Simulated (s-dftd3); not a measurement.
HCl₃Si (SMILES Cl[SiH](Cl)Cl), singlet, at a GFN2-xTB geometry; D3(bjm) for blyp (s-dftd3).

s-dftd3 was given this input:
```
$ s-dftd3 mol.xyz --bjm blyp --json dftd3.json --noedisp --grad

# file mol.xyz
5

Si     0.02863441    -0.01627765     0.49106656
Cl    -1.24158057    -1.43679456    -0.14881741
Cl    -0.64009829     1.79232122    -0.07685298
Cl     1.85144867    -0.33834186    -0.29276296
H      0.11303141    -0.06425436     1.93843503
```

### Question
Write the output that s-dftd3 gives for this input, abridged.

### Answer

```
-----------------------------------
 s i m p l e   D F T - D 3  v1.4.0
-----------------------------------

Rational (Becke-Johnson) damping: blyp-D3(BJ)
---------------------
  s6         1.0000
  s8         1.8750
  s9         0.0000
  a1         0.4485
  a2         3.6107
 alp        14.0000
--------------------

Dispersion energy:      -1.8639336397431E-02 Eh

Gradient norm:           3.5082222971554E-03 Eh/a0
--------------------------------------------------
     #    Z           dE/dx      dE/dy      dE/dz
--------------------------------------------------
     1   14 Si    7.154E-06 -4.067E-06  1.227E-04
     2   17 Cl   -1.292E-03 -1.485E-03 -2.480E-04
     3   17 Cl   -6.685E-04  1.860E-03 -1.734E-04
     4   17 Cl    1.912E-03 -3.474E-04 -3.971E-04
     5    1 H     4.058E-05 -2.307E-05  6.958E-04
--------------------------------------------------

Virial:
--------------------------------------------------
      component           x          y          z
--------------------------------------------------
          x       1.054E-02  1.466E-05 -4.424E-04
          y       1.466E-05  1.056E-02  2.515E-04
          z      -4.424E-04  2.515E-04  2.977E-03
--------------------------------------------------

[Info] JSON dump of results written to 'dftd3.json'
```
